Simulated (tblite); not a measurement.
Compound: C6H12B2FN.
Atom-mapped SMILES: `[BH2:1][N:2]([B:3]([F:4])[CH:5]1[CH2:6][CH2:7]1)[CH:8]1[CH2:9][CH2:10]1` (hydrogens: H11, H12 on B1; H13 on C5; H14, H15 on C6; H16, H17 on C7; H18 on C8; H19, H20 on C9; H21, H22 on C10)

Computed with GFN2-xTB (tblite), gas phase: L-BFGS steps from a force-field or distance-geometry start until the largest atomic force falls under 0.01 eV/Å.

Step 89: E = -793.1575 eV
```
atom  x, y, z in Å  |  force x, y, z in eV/Å
B1      0.8447    1.3409    0.9568   -0.037   0.003   0.000
N2      0.6359    0.1934    0.1649    0.013   0.026  -0.025
B3     -0.6649   -0.3759   -0.0459    0.012  -0.003  -0.050
F4     -0.7048   -1.5893   -0.6199   -0.034   0.036   0.001
C5     -2.0410    0.2834    0.2717    0.039   0.002  -0.026
C6     -3.1719    0.0893   -0.7252   -0.004   0.008   0.005
C7     -3.2362   -0.5906    0.5922   -0.001  -0.024  -0.002
C8      1.7470   -0.5093   -0.4430    0.028  -0.015   0.009
C9      2.9244    0.2196   -1.0220    0.003   0.014   0.029
C10     3.0884   -0.6076    0.2177    0.030   0.007  -0.008
H11     1.9182    1.7448    1.1789    0.004   0.018  -0.036
H12    -0.0811    1.8874    1.4122    0.032  -0.008   0.014
H13    -2.0451    1.2464    0.7610   -0.008   0.022   0.013
H14    -3.8250    0.9305   -0.9038    0.018  -0.001  -0.017
H15    -2.9662   -0.5017   -1.6056   -0.026  -0.011   0.052
H16    -3.9342   -0.2270    1.3315    0.004  -0.011  -0.014
H17    -3.0768   -1.6570    0.6246   -0.008  -0.019  -0.007
H18     1.4279   -1.3863   -0.9896   -0.028  -0.014   0.011
H19     2.9518    1.2915   -0.9109   -0.009   0.029  -0.001
H20     3.3510   -0.1339   -1.9494   -0.052  -0.021   0.021
H21     3.2323   -0.0814    1.1471    0.002  -0.049   0.034
H22     3.6149   -1.5476    0.1547    0.023   0.008  -0.004
```

Step 90: E = -793.1586 eV
```
atom  x, y, z in Å  |  force x, y, z in eV/Å
B1      0.8423    1.3393    0.9523   -0.014   0.023   0.032
N2      0.6362    0.1900    0.1627   -0.006   0.042  -0.007
B3     -0.6645   -0.3788   -0.0499    0.019   0.003  -0.042
F4     -0.7053   -1.5895   -0.6285   -0.032   0.026  -0.003
C5     -2.0390    0.2816    0.2710    0.012   0.000   0.002
C6     -3.1721    0.0907   -0.7230   -0.006  -0.004   0.009
C7     -3.2371   -0.5888    0.5956    0.002  -0.010  -0.042
C8      1.7495   -0.5103   -0.4426    0.004  -0.014   0.009
C9      2.9247    0.2222   -1.0201    0.012  -0.001   0.030
C10     3.0904   -0.6061    0.2190    0.024  -0.004   0.003
H11     1.9162    1.7464    1.1712   -0.013   0.014  -0.038
H12    -0.0824    1.8829    1.4143    0.037  -0.014   0.000
H13    -2.0414    1.2441    0.7614   -0.002   0.020   0.011
H14    -3.8216    0.9337   -0.9061    0.018  -0.006  -0.004
H15    -2.9669   -0.5041   -1.6007   -0.035  -0.012   0.038
H16    -3.9329   -0.2225    1.3364    0.020  -0.018  -0.025
H17    -3.0837   -1.6565    0.6232   -0.004  -0.004   0.010
H18     1.4295   -1.3878   -0.9868   -0.015  -0.032  -0.014
H19     2.9477    1.2946   -0.9098   -0.003   0.012  -0.003
H20     3.3524   -0.1325   -1.9464   -0.044  -0.010   0.014
H21     3.2298   -0.0826    1.1511    0.011  -0.052   0.017
H22     3.6177   -1.5466    0.1540    0.016   0.041   0.002
```

Task: Estimate the geometry and energy of step 91. (The exact step hangs on the optimiser's Hessian estimate; all steps are aligned on step 90, rigid shifts and turns removed.)

Result: E = -793.1593 eV, largest force 0.053 eV/Å
```
atom  x, y, z in Å  |  force x, y, z in eV/Å
B1      0.8412    1.3378    0.9508    0.006   0.033   0.041
N2      0.6367    0.1881    0.1615   -0.017   0.031   0.001
B3     -0.6642   -0.3791   -0.0561    0.013   0.014  -0.027
F4     -0.7070   -1.5867   -0.6413   -0.025   0.036   0.003
C5     -2.0379    0.2818    0.2692    0.001  -0.007   0.012
C6     -3.1740    0.0915   -0.7210   -0.006  -0.003   0.000
C7     -3.2364   -0.5880    0.5976   -0.002   0.000  -0.037
C8      1.7516   -0.5123   -0.4409   -0.012  -0.015   0.008
C9      2.9248    0.2231   -1.0185    0.009  -0.014   0.034
C10     3.0930   -0.6048    0.2207    0.006  -0.004   0.007
H11     1.9154    1.7460    1.1701   -0.026   0.006  -0.040
H12    -0.0827    1.8822    1.4132    0.034  -0.017  -0.004
H13    -2.0403    1.2444    0.7599    0.006   0.007   0.008
H14    -3.8220    0.9353   -0.9064    0.016  -0.010   0.006
H15    -2.9702   -0.5060   -1.5969   -0.037  -0.014   0.021
H16    -3.9297   -0.2214    1.3413    0.031  -0.019  -0.036
H17    -3.0863   -1.6565    0.6229    0.003   0.005   0.014
H18     1.4311   -1.3913   -0.9827   -0.001  -0.025  -0.019
H19     2.9442    1.2959   -0.9096   -0.001   0.002  -0.003
H20     3.3511   -0.1328   -1.9445   -0.029  -0.004   0.004
H21     3.2295   -0.0830    1.1542    0.017  -0.048   0.008
H22     3.6217   -1.5447    0.1550    0.014   0.048   0.002
```

The energy changes by -0.0007 eV. The first-order estimate −F·Δx gives -0.0010 eV and the mean of the old and new forces, exact on a quadratic surface, -0.0007 eV. The step makes an angle of 74° with the force vector and moves no atom by more than 0.013 Å.

What follows is the cost of the whole relaxation. On Arm Neoverse N1, one thread, on a shared host, this took 2.0 s of wall time.
